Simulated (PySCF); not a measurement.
# Nd⁺: excitation energy

Nd⁺ [Xe] 4f4 6s1 (high-spin determinant) → Nd⁺ [Xe] 4f3 5d1 6s1 (high-spin determinant), as a difference of total energies. Calculation: PySCF 2.14, in cc-pVDZ-X2C (8s7p5d3f1g, 84 functions); scalar relativity by spin-free X2C-1e. Correlated levels: valence: [Kr] 4d10 frozen; valence and next inner shell: [Ar] 3d10 frozen. The calculations carry no spin-orbit coupling.

```
                                method  excitation energy (cm⁻¹)
                                   UHF                    1590.8
                                   LDA                     22603
                                   PBE                     20399
                                  PBE0                     16320
                                r2SCAN                     17982
                             BHandHLYP                     12150
                                   M06                     19968
                                  TPSS                     18306
                         MP2 (valence)                    8968.1
                     SCS-MP2 (valence)                    6299.8
    MP2 (valence and next inner shell)                    8873.6
SCS-MP2 (valence and next inner shell)                    6021.9
```

Problem. How much does correlation contribute at MP2 (valence and next inner shell)?

Solution. 8873.6 − (1590.8) = 7282.8 cm⁻¹, measured against UHF.

A first-order spin-orbit estimate (lowest level to lowest level, LS coupling) adds -0.138 eV.

The determinant of the upper state and of the lower state mixes LS terms, which raises its energy above the lowest term, most at the Hartree-Fock and MP2 levels.
